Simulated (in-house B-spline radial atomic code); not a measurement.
Settings and results of a run for the barium ion Ba³⁺ (an excited or competing configuration). Level of theory: scalar-relativistic (X2C) wB97X, spin-polarised, spherical fractional occupations, Fermi nucleus of rms radius 4.8378 fm; calculated with a radial B-spline atomic code at the basis-set limit.

In the input, 3d5,1 would mean five up and one down electron.

Command:
```bash
python run_scf.py task.json out
```
Settings (nuclear radius in fm, mass in u):
```
Z                56
configuration    1s2 2s2 2p6 3s2 3p6 3d10 4s2 4p6 4d10 5s0,1 5p3,2 6p0,1
hamiltonian      x2c
method           wb97x
spin_polarised   True
nucleus          fermi
rms_radius       4.8378
atomic_mass      137.90525
speed_of_light   137.035999084
```

Output (hartree, bohr):
```
 radial grid: 78 intervals, B-splines of order 8, outer radius 51.8919 bohr

 iter        energy (Eh)    residual
    1       -8122.489304    4.90e-01
    2       -8128.359322    3.63e-01
    3       -8131.245726    7.88e-02
    4       -8131.384877    2.14e-02
    5       -8131.392189    9.00e-03
    6       -8131.394013    1.02e-03
    7       -8131.394032    2.58e-04
    8       -8131.394034    7.07e-05
    9       -8131.394034    1.12e-05
   10       -8131.394034    6.04e-07
   11       -8131.394034    2.05e-07

 total energy                     -8131.39403
 kinetic                            8682.5723
 electron-nucleus                 -19716.0777
 Hartree                            3101.1426
 exact exchange                      -38.0404
 exchange-correlation               -160.9908

 orbital      occ     eigenvalue          <r>       <r^2>       <1/r>       r_max
 1s up      1.000     -1370.3384    0.0249374 0.000854074     64.1233     0.01566
 1s down    1.000     -1370.3409    0.0249373 0.000854069     64.1236     0.01566
 2s up      1.000      -218.4243     0.109155    0.014119     14.6564     0.09275
 2s down    1.000      -218.4267     0.109154   0.0141187     14.6566     0.09275
 2p up      3.000      -196.1537    0.0958573   0.0112319     13.3579     0.07428
 2p down    3.000      -196.1542    0.0958574   0.0112319     13.3579     0.07428
 3s up      1.000       -47.4853     0.291411    0.097175     5.20644      0.2664
 3s down    1.000       -47.4882     0.291401   0.0971686      5.2067      0.2664
 3p up      3.000       -40.2987     0.289354   0.0971626     4.82107      0.2605
 3p down    3.000       -40.2997     0.289361   0.0971674     4.82096      0.2605
 3d up      5.000       -29.7725     0.266391   0.0837584     4.53857      0.2151
 3d down    5.000       -29.7734     0.266396   0.0837617     4.53851      0.2151
 4s up      1.000       -10.5355     0.673683    0.512026     2.11851      0.6255
 4s down    1.000       -10.5413     0.673468    0.511706     2.11951      0.6253
 4p up      3.000        -8.1960     0.713777    0.579017     1.92918      0.6536
 4p down    3.000        -8.1991     0.714326    0.580043     1.92793      0.6537
 4d up      5.000        -4.7473     0.795982    0.734617     1.66115      0.6953
 4d down    5.000        -4.7517     0.796516    0.735558     1.66003      0.6954
 5s down    1.000        -2.5243      1.57761     2.78376    0.843471       1.444
 5p up      3.000        -1.8742      1.78743     3.58085    0.729329       1.616
 5p down    2.000        -1.7937      1.78327     3.57043    0.733093       1.609
 6p down    1.000        -0.6112       4.0945     18.6055    0.311308       3.846
```

Time taken, with all properties: 1.3 s on 1 thread of Intel(R) Xeon(R) Platinum 8559C, on a shared host.

Caution: exact exchange at fractional occupations of open shells leaves self-interaction of up to several eV.

One-electron X2C: radii and densities carry no picture-change correction, so inner-shell <1/r> comes out high (for 1s by about 2 % at Z = 33, 5 % at 54, 10 % at 75, 30 % at 118) and <r> low.
